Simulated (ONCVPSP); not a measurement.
**Building the ONCV potential for rhenium (Re) (PBE, scalar-relativistic).**

ONCVPSP 4.0.1 input, shortened (lines: element, Z, core and valence counts, functional; n l f; lmax; l rc ep ncon nbas qcut; lloc lpopt rc5 dvloc0; l nproj debl; icmod fcfact rcfact), PBE, scalar-relativistic:

```
  Re 75.00   10    3        4      upf
    1    0    2.00
    2    0    2.00
    2    1    6.00
    3    0    2.00
    3    1    6.00
    3    2   10.00
    4    0    2.00
    4    1    6.00
    4    2   10.00
    4    3   14.00
    5    0    2.00
    5    1    6.00
    5    2    5.00
    2
    0    1.10    0.00    4    7    5.40
    1    1.75    0.00    4    8    8.20
    2    2.30    0.00    3    7    8.00
    4    5    1.10   -1.00
    0    2    1.00
    1    1    3.30
    2    2    1.80
    3    4.75    1.25
```

In the s channel the program set the typed energies aside and used -3.744, 0.250 Ha.

All-electron outer shells of the reference configuration (PBE, scalar-relativistic, ld1.x):

```csv
shell,level (eV),outermost node (bohr),outermost maximum (bohr)
5p,-63.66,0.56,1.06
4f,-58.92,–,0.41
5d,-21.42,0.62,1.41
```

Task: Estimate the cutoffs (Ha) at which the residual kinetic energy of the hardest occupied pseudo-wave falls to 1 and 0.1 mHa per electron.

Result: 97 Ha and 113 Ha.

Task: What does a ghost test show?

Result: No bound ghost flagged; GHOST(+) flagged for s at 154.7 eV.

Task: Which valence shell sets the plane-wave cutoff?

Result: 5s: 97 Ha for 1 mHa per electron, against 20 Ha for 5p.

Task: Tests: 5s2 5p6 5d5 6s2; 5s2 5p6 5d5 6s1; 5s2 5p6 5d4; 5s2 5p6 5d6 6s1. Which has the largest error in its energy relative to the reference configuration, and how large is it?

Result: 5s2 5p6 5d5 6s2, with +18 meV (all-electron minus pseudo) on -25.57 eV.
